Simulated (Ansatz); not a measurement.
CoMe2 (C2H6Co). Total charge 0; doublet. Geometry PBE0-D4/def2-TZVP; atoms count from 1.

```xyz
9

Co    0.634    0.067   -0.853
C     0.475   -1.454    0.248
H     0.794   -1.268    1.276
H     1.169   -2.174   -0.221
H    -0.532   -1.876    0.245
C    -0.484    1.453   -0.236
H    -1.543    1.188   -0.266
H    -0.295    2.266   -0.959
H    -0.219    1.797    0.766
```

At PBE0-D4/def2-TZVP a quartet of charge 0 lies 0.54 eV below the doublet, each at its own geometry.

Question: Estimate the Mulliken populations from the PBE0/def2-TZVP orbitals of Ansatz.

Answer: 
```json
{"atom": "Co1", "charge (e)": "0.51", "spin (α − β)": "1.31", "d electrons": "7.76"}
{"atom": "C2", "charge (e)": "-0.62", "spin (α − β)": "-0.16", "d electrons": "–"}
{"atom": "H3", "charge (e)": "0.13", "spin (α − β)": "0.00", "d electrons": "–"}
{"atom": "H4", "charge (e)": "0.11", "spin (α − β)": "0.00", "d electrons": "–"}
{"atom": "H5", "charge (e)": "0.13", "spin (α − β)": "0.00", "d electrons": "–"}
{"atom": "C6", "charge (e)": "-0.62", "spin (α − β)": "-0.16", "d electrons": "–"}
{"atom": "H7", "charge (e)": "0.13", "spin (α − β)": "0.00", "d electrons": "–"}
{"atom": "H8", "charge (e)": "0.11", "spin (α − β)": "0.00", "d electrons": "–"}
{"atom": "H9", "charge (e)": "0.13", "spin (α − β)": "0.00", "d electrons": "–"}
```
Mulliken values and Mayer orders depend strongly on the basis.

Question: Where does the spin sit?

Answer: Summed by element: Co 1.31, C -0.31, H 0.00, of 1 unpaired in all. Largest on single atoms: Co1 1.31, C2 -0.16, C6 -0.16.

Question: And the Mayer bond orders between bonded heavy atoms (over 0.3)?

Answer: Co1–C2 0.95 (1.88 Å); Co1–C6 0.95 (1.88 Å).
